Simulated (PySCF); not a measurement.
MgF2, optimised at PBE/def2-SVP:

```xyz
3

Mg     0.0000     0.0000     0.0000
F      1.0365     1.0445    -0.9806
F     -1.0365    -1.0445     0.9806
```

Method: PySCF energies plus ideal-gas RRHO corrections (1 bar). 6-31G* has spherical d functions here. All species are closed-shell singlets. B3LYP is the form with VWN-RPA correlation.

Question: List the harmonic frequencies (cm⁻¹, unscaled) at this level and at the other levels, each on its own geometry.

Answer: 
- PBE/def2-SVP: 161, 161, 557, 869
- B3LYP/6-31G*: 148, 149, 583, 916
- HF/6-31G*: 158, 158, 612, 956
- PBE0/def2-TZVP: 164, 164, 564, 878
